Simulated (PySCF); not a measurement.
Electron correlation in Pb⁺ (lead, charge +1)

Starting occupation: [Xe] 4f14 5d10 6s1 6p2, 6s1/2 with m_j = +1/2, 6p3/2 with m_j = +1/2, +3/2. Computed with PySCF 2.14 in x2c-SVPall-2c with one added diffuse shell each of s, p type (8s12p7d2f, 93 functions), with X2C-1e with screened-nucleus spin-orbit coupling, Gaussian nucleus. Frozen: [Kr] 4d10 4f14; 21 electrons correlated; the 22 highest virtual spinors left out.

MP2 pair energies summed by pair of shells (mhartree):

| pair | energy | share (%) |
| --- | --- | --- |
| 5d-5d | -171.23 | 60.7 |
| 5d-6p | -26.36 | 9.4 |
| 5d-5p | -24.75 | 8.8 |
| 5d-6s | -24.63 | 8.7 |
| 5p-5p | -14.63 | 5.2 |
| 5d-5s | -4.94 | 1.8 |
| 6p-6s | -3.68 | 1.3 |
| 6p-6p | -3.57 | 1.3 |
| 5p-5s | -2.78 | 1.0 |
| 5p-6p | -2.56 | 0.9 |
| 5p-6s | -1.60 | 0.6 |
| 5s-5s | -0.81 | 0.3 |
| 5s-6s | -0.22 | 0.1 |
| 5s-6p | -0.16 | 0.1 |

Total MP2 correlation energy: -281.92 mhartree.

The GHF reference relaxed away from the jj start to a determinant that is no pure jj level (⟨S²⟩ = 3.64, ⟨J²⟩ = 8.76); the energies belong to that determinant.

This basis was not built for core-valence correlation, so the inner-shell part is incomplete.
